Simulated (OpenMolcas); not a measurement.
Multiconfigurational calculation on Ru2+

Input:

```
&GATEWAY
Coord
1

Ru 0.0 0.0 0.0
Basis=ANO-R1
Group=XYZ
NoMove
AngMom=0.0 0.0 0.0
AMFI
&SEWARD
&RASSCF
FileOrb=start.orb
Symmetry=1
Spin=5
nActEl=6 0 0
Inactive=9 9
Ras2=6 0
CIRoot=30 30 1
SDav=35
CIMx=300
Iter=120 100
PrWF=0.3
OrbListing=Nothing
MaxOrb=0
Atom
>>> COPY $Project.JobIph JOB001
&RASSCF
FileOrb=start.orb
Symmetry=1
Spin=7
nActEl=6 0 0
Inactive=9 9
Ras2=6 0
CIRoot=1 1 1
SDav=1
CIMx=300
Iter=120 100
PrWF=0.3
OrbListing=Nothing
MaxOrb=0
Atom
CIOnly
>>> COPY $Project.JobIph JOB002
&RASSCF
FileOrb=start.orb
Symmetry=1
Spin=3
nActEl=6 0 0
Inactive=9 9
Ras2=6 0
CIRoot=189 189 1
SDav=189
CIMx=300
Iter=120 100
PrWF=0.3
OrbListing=Nothing
MaxOrb=0
Atom
CIOnly
>>> COPY $Project.JobIph JOB003
&RASSCF
FileOrb=start.orb
Symmetry=1
Spin=1
nActEl=6 0 0
Inactive=9 9
Ras2=6 0
CIRoot=175 175 1
SDav=175
CIMx=300
Iter=120 100
PrWF=0.3
OrbListing=Nothing
MaxOrb=0
Atom
CIOnly
>>> COPY $Project.JobIph JOB004
&RASSI
NrOfJobIphs=4 30 1 107 62
1 2 3 4 5 6 7 8 9 10 11 12 13 14 15 16 17 18 19 20 21 22 23 24 25 26 27
28 29 30
1
1 2 3 4 5 6 7 8 9 10 11 12 13 14 15 16 17 18 19 20 21 22 23 24 25 26 27
28 29 30 31 32 33 34 35 36 37 38 39 40 41 42 43 44 45 46 47 48 49 50 51
52 53 54 55 56 57 58 59 60 61 62 63 64 65 66 67 68 69 70 71 72 73 74 75
76 77 78 79 80 81 82 83 84 85 86 87 88 89 90 91 92 93 94 95 96 97 98 99
100 101 102 103 104 105 106 107
1 2 3 4 5 6 7 8 9 10 11 12 13 14 15 16 17 18 19 20 21 22 23 24 25 26 27
28 29 30 31 32 33 34 35 36 37 38 39 40 41 42 43 44 45 46 47 48 49 50 51
52 53 54 55 56 57 58 59 60 61 62
IphNames
JOB001
JOB002
JOB003
JOB004
EJob
SpinOrbit
DIPRint=1.0
SOCoupling=1000.0
Subsets=2
Property=9
'ANGMOM' 1 'ANGMOM' 2 'ANGMOM' 3 'MLTPL  1' 1 'MLTPL  1' 2 'MLTPL  1' 3
'AMFI' 1 'AMFI' 2 'AMFI' 3
SOProperty=3
'ANGMOM' 1 'ANGMOM' 2 'ANGMOM' 3
```

Launched by
```bash
OMP_NUM_THREADS=1 MOLCAS_MEM=1689 MOLCAS_PROJECT=a pymolcas a.inp > a.log  # once for each step of the input, in one work folder
```

A driver script runs the steps one by one and writes start.orb anew before each from the orbitals found so far, so a CI-only block uses the converged orbitals of the first block.

Output, cut to the results:

```
--- SEWARD ---
Basis set label: RU.ANO-R...6S4P3D1F.

      Electronic valence basis set:
      ------------------
      Associated Effective Charge  44.000000 au
      Associated Actual Charge     44.000000 au
      Nuclear Model: Finite nucleus - Gaussian distribution
        Gaussian exponent, Xi/bohr**(-2):  2.09653E+08

      Shell  nPrim  nBasis  Cartesian Spherical Contaminant
         s      23       6        X
         p      16       4        X
         d      12       3                 X
         f       6       1                 X
                  Relativistic X2C integrals
                  Atomic mean-field integrals
--- RASSCF ---
Wave function specifications:
      -----------------------------

      Number of closed shell electrons          36
      Number of electrons in active shells       6
      Max number of holes in RAS1 space          0
      Max nr of electrons in RAS3 space          0
      Number of inactive orbitals               18
      Number of active orbitals                  6
      Number of secondary orbitals              16
      Spin quantum number                      2.0
      State symmetry                             1
Orbital specifications:
      -----------------------

      Symmetry species                           1   2
                                                ag  au
      Frozen orbitals                            0   0
      Inactive orbitals                          9   9
      Active orbitals                            6   0
      RAS1 orbitals                              0   0
      RAS2 orbitals                              6   0
      RAS3 orbitals                              0   0
      Secondary orbitals                         6  10
      Deleted orbitals                           0   0
      Number of basis functions                 21  19
      Number of CSFs                            35
      Number of root(s) required                30
      Iter CI   SX   CI       RASSCF       Energy    max ROT     max BLB   max BLB  Level Ln srch  Step   QN
          iter iter root      energy       change     param      element    value   shift minimum  type update
 Nr of preliminary CI iterations:   1
      Total energies have been shifted. Add                -4000.00 au
        1   1    4    0  -527.01835533    0.00E+00  -1.64E-02    8  10 2 -1.80E-02*  0.00   0.00    SX    NO
        2   1    4    0  -527.01887437   -5.19E-04*  5.30E-03    8  10 2  9.10E-03*  0.00   0.00    SX    NO
        3   1    4    0  -527.01899858   -1.24E-04*  2.76E-03    8  10 2 -4.66E-03*  0.00   0.00    SX    NO
        4   1    4    0  -527.01903086   -3.23E-05*  1.38E-03    8  10 2  2.40E-03*  0.00   0.00    SX    NO
        5   1    3    0  -527.01903943   -8.57E-06*  4.66E-04    8  10 2 -1.23E-03*  0.00   0.66    QN   YES
        6   1    2    0  -527.01904251   -3.07E-06*  4.05E-06    9  16 1  2.79E-06   0.00   1.00    QN   YES
        7   1    2    0  -527.01904251   -1.64E-11   7.18E-07   15  16 1 -3.68E-07   0.00   1.20    QN   YES
      Convergence after  7 iterations
        8   1    2    0  -527.01904251   -3.64E-12   7.18E-07   13  20 1  2.71E-08   0.00   1.20    QN   YES
      Natural orbitals and occupation numbers for root  1
      sym 1:   1.000000   1.001154   1.000000   1.993913   1.000000   0.004932
      Natural orbitals and occupation numbers for root  2
      sym 1:   1.000000   1.000429   1.000000   1.000000   1.994276   0.005294
      Natural orbitals and occupation numbers for root  3
      sym 1:   1.993996   1.000000   1.000989   1.000000   1.000000   0.005015
::    RASSCF root number  1 Total energy:  -4527.22930921
::    RASSCF root number  2 Total energy:  -4527.22930921
::    RASSCF root number  3 Total energy:  -4527.22930921
::    RASSCF root number  4 Total energy:  -4527.22930921
::    RASSCF root number  5 Total energy:  -4527.22930921
::    RASSCF root number  6 Total energy:  -4527.05249586
::    RASSCF root number  7 Total energy:  -4527.00543960
::    RASSCF root number  8 Total energy:  -4527.00543960
::    RASSCF root number  9 Total energy:  -4527.00543960
::    RASSCF root number 10 Total energy:  -4527.00543960
::    RASSCF root number 11 Total energy:  -4527.00543960
::    RASSCF root number 12 Total energy:  -4527.00543960
::    RASSCF root number 13 Total energy:  -4527.00543960
::    RASSCF root number 14 Total energy:  -4527.00543960
::    RASSCF root number 15 Total energy:  -4527.00543960
...
--- RASSI ---
SPIN-FREE ENERGIES:
  (Shifted by EMIN (a.u.) =      -4527.2293092075)

 SF State       Relative EMIN(au)   Rel lowest level(eV)    D:o, cm**(-1)      L_eff

     1             0.0000000000        0.0000000000              0.0000         2.0
     2             0.0000000000        0.0000000000              0.0000         2.0
     3             0.0000000000        0.0000000000              0.0000         2.0
     4             0.0000000000        0.0000000000              0.0000         2.0
     5             0.0000000000        0.0000000000              0.0000         2.0
    32             0.0805683284        2.1923759036          17682.7042         5.0
    33             0.0805683284        2.1923759036          17682.7042         5.0
    34             0.0805683284        2.1923759036          17682.7042         5.0
    35             0.0805683284        2.1923759036          17682.7042         5.0
    36             0.0805683284        2.1923759036          17682.7042         5.0
    37             0.0805683284        2.1923759036          17682.7042         5.0
    38             0.0805683284        2.1923759036          17682.7042         5.0
    39             0.0805683284        2.1923759036          17682.7042         5.0
    40             0.0805683284        2.1923759036          17682.7042         5.0
    41             0.0805683284        2.1923759036          17682.7042         5.0
    42             0.0805683284        2.1923759036          17682.7042         5.0
    43             0.0885772815        2.4103106205          19440.4662         1.0
    44             0.0885772815        2.4103106205          19440.4662         1.0
    45             0.0885772815        2.4103106205          19440.4662         1.0
    31             0.0899997353        2.4490175598          19752.6587         0.0
    46             0.0906205121        2.4659097575          19888.9035         3.0
...
```

Levels above the lowest, from the spin-orbit matrix, grouped by J:

```csv
Configuration,Term,J,E (eV),Measured (eV),g,Term weight %,Second
4d6,5D,4,0.0000,0.0000,1.498,99,
4d6,5D,3,0.1562,0.1437,1.499,99,
4d6,5D,2,0.2513,0.2264,1.500,99,
4d6,5D,1,0.3126,0.2810,1.500,99,
4d6,5D,0,0.3422,0.3070,,98,
4d6,3H,6,2.2677,,1.163,98,2 1I
4d6,3H,4,2.2985,,0.927,62,17 3F(1)
4d6,3H,5,2.3139,,1.055,87,13 3G
4d6,3P(1),2,2.3579,,1.491,96,
4d6,3F(1),4,2.5478,,1.103,63,31 3H
4d6,3F(1),3,2.5857,,1.028,82,17 3G
4d5 5s,7S,3,2.5975,3.3678,2.000,99,
4d6,3F(1),2,2.6602,,0.673,98,
4d6,3P(1),1,2.8059,,1.474,96,3 3D
4d6,3G,5,2.8238,,1.179,87,13 3H
4d6,3P(1),0,2.8970,,,87,12 1S
4d6,3G,4,2.9680,,1.067,80,13 3F(1)
4d6,3G,3,3.0066,,0.809,82,17 3F(1)
4d6,1I,6,3.4725,,1.004,98,2 3H
4d6,3D,2,3.4768,,1.169,94,3 1D(1)
4d6,3D,1,3.4903,,0.529,97,3 3P(1)
4d6,3D,3,3.5188,,1.330,98,
4d6,1G(1),4,3.6490,,1.006,91,5 3F(1)
4d6,1S,0,4.0930,,,87,12 3P(1)
```

Against the 5 measured excited levels shown (Moore, Atomic Energy Levels, vol. III, NSRDS-NBS 35 (1971 reprint of NBS Circular 467, 1958)) the mean absolute deviation is 1400 cm-1; the largest miss in energy is 4d5 5s 7S3: computed 2.5975, measured 3.3678 eV (-22.9 %).

Some high roots are left out of the spin-orbit mixing, which shifts the levels that they would mix with. Without dynamic correlation excited terms often stand tens of per cent too high (terms of higher spin than the ground term too low), and those without a measured partner can miss by more than the paired ones. Terms from blocks run as CI alone lack orbitals of their own. A single d shell beside an s shell can misplace configurations of different d count against each other. Computed and measured levels are paired by configuration, term and J; levels that our copy of the source lacks, or whose pairing is in doubt (as where it misses far off the trend of its configuration), stay unpaired and out of the deviations. Levels of configurations outside the active space are missing. The first state left out of the spin-orbit step lies near 76000 cm-1 above the lowest spin-free state of the reference (among the parities and spins computed), and the list stops at four fifths of that energy or lower. The table shows the lowest 24 of 47 levels.

The term weight is that of the spin-free term in the level, not the purity of its configuration. A number in round brackets counts repeated terms of one configuration in the order of the reference energies.
